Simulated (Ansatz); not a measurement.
`C[O][W](=[O])(=[O])[Cl]` and `[O]=[W](=[O])([OH])[Cl]` differ in one atom or group.

Ansatz, PBE0-D4/def2-TZVP geometries, multiplicity 1. Each molecule was computed in one conformer, which needn't be the lowest.

Elements past krypton have def2 core potentials.

```json
{"property": "LUMO energy (PBE0/def2-TZVPP) / eV", "`C[O][W](=[O])(=[O])[Cl]`": "-2.17"}
{"property": "size of the dipole moment (B3LYP/def2-TZVPP) / D", "`C[O][W](=[O])(=[O])[Cl]`": "3.98"}
{"property": "HOMO–LUMO gap (ωB97M-V/def2-TZVPP) / eV", "`C[O][W](=[O])(=[O])[Cl]`": "11.34"}
{"property": "HOMO energy (ωB97M-V/def2-TZVPP) / eV", "`C[O][W](=[O])(=[O])[Cl]`": "-11.42"}
{"property": "size of the dipole moment (ωB97M-V/def2-TZVPP) / D", "`C[O][W](=[O])(=[O])[Cl]`": "3.93"}
{"property": "LUMO energy (B3LYP/def2-TZVPP) / eV", "`C[O][W](=[O])(=[O])[Cl]`": "-2.39"}
```

Problem. What does the change do to each property? (An estimate is asked.)

Solution. The calculation gave: 
```tsv
property	`[O]=[W](=[O])([OH])[Cl]`	shift
LUMO energy (PBE0/def2-TZVPP) / eV	-2.36	-0.19
size of the dipole moment (B3LYP/def2-TZVPP) / D	3.18	-0.80
HOMO–LUMO gap (ωB97M-V/def2-TZVPP) / eV	11.44	0.10
HOMO energy (ωB97M-V/def2-TZVPP) / eV	-11.68	-0.26
size of the dipole moment (ωB97M-V/def2-TZVPP) / D	3.19	-0.74
LUMO energy (B3LYP/def2-TZVPP) / eV	-2.60	-0.21
```

With PBE0 the HOMO falls by 0.27 eV and the LUMO falls by 0.19 eV, so the gap widens by about 0.08 eV. PBE moves the HOMO by -0.25 eV and ωB97M-V by -0.26 eV. Dipoles are sizes alone; their direction can turn.

B3LYP here is the variant with VWN-RPA as its local correlation; programs differ in this.
